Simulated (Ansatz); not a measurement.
Mulliken charges of H$_{6}$InP, SMILES `[PH3+][InH3-]` from ωB97M-V/def2-TZVPP in Ansatz (PBE0-D4/def2-TZVP geometry).

```csv
atom,x (Å),y (Å),z (Å),charge (e)
P1,-0.593,0.063,-1.027,-0.098
In2,0.822,-0.100,1.363,0.204
H3,-1.997,-0.077,-1.022,0.090
H4,-0.319,-0.856,-2.062,0.090
H5,-0.527,1.240,-1.801,0.090
H6,0.023,1.241,2.112,-0.125
H7,2.376,0.141,0.639,-0.126
H8,0.307,-1.709,1.742,-0.125
```

Question: By hand: the dipole of these point charges (1 e Å = 4.8032 D).

Answer: Σ q r = (-0.371, 0.042, -0.623) e Å, of length 0.726 e Å = 3.49 D.

Question: How does the dipole of the full density compare? (Estimate.)

Answer: Computed: (-0.384, 0.044, -0.648) e Å, 3.62 D; the point charges give 0.96 times that, at 0° from its direction.

Point charges leave out the atoms' own dipoles, such as those of lone pairs, and Mulliken's split depends on the basis, so the close match here is no proof of good charges.
